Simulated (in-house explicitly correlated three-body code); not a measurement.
Computed with an exponentially correlated three-body code. Model: two electrons around a point charge, non-relativistic, variational in 260 exponentially correlated functions (energies converged to about 1e-7 hartree, or 1e-8 relative for large Z), ground state as one setting changes.

Given: nuclear charge 2.

| mass of the centre (electron masses) | ground energy (hartree) | binding of second electron (eV) | mean radius (bohr) | mean distance of electrons (bohr) | mean cosine of angle |
| --- | --- | --- | --- | --- | --- |
| 0.3 | -0.716415784 | 6.9356 | 3.4951 | 4.3895 | 0.23872 |
| 0.4 | -0.873292688 | 8.2141 | 2.905 | 3.7458 | 0.20857 |
| 0.5 | -1.00753575 | 9.2755 | 2.5427 | 3.3436 | 0.18478 |
| 0.7 | -1.22640121 | 10.963 | 2.1178 | 2.8625 | 0.14908 |
| 1 | -1.47098657 | 12.816 | 1.7876 | 2.4795 | 0.11262 |
| 1.4 | -1.70197673 | 14.567 | 1.5592 | 2.2084 | 0.080674 |
| 2 | -1.93433335 | 16.354 | 1.3816 | 1.9931 | 0.050377 |
| 3 | -2.169332 | 18.213 | 1.2382 | 1.816 | 0.021169 |
| 5 | -2.40826883 | 20.18 | 1.119 | 1.666 | -0.0074067 |
| 7 | ? | ? | ? | ? | ? |
| 10 | -2.63007313 | 22.093 | 1.0261 | 1.5474 | -0.033167 |
| 15 | -2.71462077 | 22.847 | 0.99439 | 1.5065 | -0.042832 |
| 25 | ? | ? | ? | ? | ? |
| 50 | -2.84390724 | 24.031 | 0.94916 | 1.4478 | -0.057476 |
| 100 | -2.87346083 | 24.307 | 0.93934 | 1.435 | -0.060803 |
| 206.77 | -2.8889975 | 24.453 | 0.93425 | 1.4283 | -0.062549 |
| 500 | -2.89761352 | 24.534 | 0.93145 | 1.4247 | -0.063517 |
| 1000 | -2.90066527 | 24.563 | 0.93046 | 1.4234 | -0.063859 |
| 5000 | -2.90311197 | 24.586 | 0.92967 | 1.4223 | -0.064134 |
| 100000 | -2.90369375 | 24.591 | 0.92948 | 1.4221 | -0.064199 |

Question: What follows for mass of the centre = 25?

Answer: ground energy -2.78682322 hartree; binding of second electron 23.504 eV; mean radius 0.96866 bohr; mean distance of electrons 1.4731 bohr; mean cosine of angle -0.051029.

Question: What follows for mass of the centre = 7?

Answer: ground energy -2.52964421 hartree; binding of second electron 21.215 eV; mean radius 1.0663 bohr; mean distance of electrons 1.599 bohr; mean cosine of angle -0.021581.
